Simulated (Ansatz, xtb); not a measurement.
Molecule: HfO3, charge 0, multiplicity 1. 
Geometry from a B3LYP-D3(BJ)/def2-TZVP (Ansatz, a program for electronic structure) optimisation:
SMILES: [O]1[O][Hf]1=[O]
```xyz
4

Hf     0.0137    -0.1437     0.2313
O     -0.0181    -1.5797    -0.8175
O      0.7070     1.4478    -0.6705
O     -0.8124     1.4256    -0.5941
```

Harmonic wavenumbers from GFN2-xTB (xtb, at its own minimum), cm⁻¹: 118, 135, 502, 538, 720, 907.

Give the harmonic wavenumbers at B3LYP-D3(BJ)/def2-TZVP (Ansatz, finite differences of forces, unscaled).

187, 216, 571, 616, 826, 897 cm⁻¹. Zero-point energy 4.7 kcal/mol.

From these and the geometry, give the ideal-gas thermochemistry at 298.15 K and 1 atm (rigid rotor, harmonic oscillator).

Point group Cs, rotational symmetry number 1. Rotational constants 10.35, 3.868, 3.548 GHz. S(trans) 42.15, S(rot) 25.23, S(vib) 5.51, S(elec, spin only) 0.00, S 72.9 cal/(mol K). H(298) - H(0) 3.36 kcal/mol; G - E(el) -13.6 kcal/mol.
